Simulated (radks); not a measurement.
Charge is removed step by step from the 3d up level of neutral chromium, starting from [Ar] 3d(up 5, down 0) 4s1. Calculated with a radial shooting solver on a logarithmic mesh with Libxc functionals: scalar-relativistic Kohn-Sham, r2SCAN, spin-polarised, spherical densities, finite nucleus; open shells are filled with parallel spins first; meta-GGA in the generalised Kohn-Sham scheme; Fermi nuclear charge, rms radius 3.6452 fm.

| removed (e) | E - E(0) (eV) | eigenvalue (eV) | E minus straight line (eV) |
|---|---|---|---|
| 0 | 0.000 | -3.871 | 0.000 |
| 0.25 | 1.272 | -6.353 | -1.044 |
| 0.5 | 3.199 | -9.101 | -1.433 |
| 0.75 | 5.843 | -12.091 | -1.104 |
| 1 | 9.263 | -15.301 | 0.000 |

Removing the whole electron costs 9.263 eV by Delta-SCF, against 3.871 eV from minus the eigenvalue at the starting occupation. Slater's transition state (half an electron removed) gives 9.101 eV. Integrating minus the eigenvalue over the occupation (Janak's theorem) gives 9.262 eV. In this scalar-relativistic scheme the density is built from large components alone, so the theorem holds only approximately. The mean slope of the eigenvalue, de/dn, is 11.4 eV per electron.
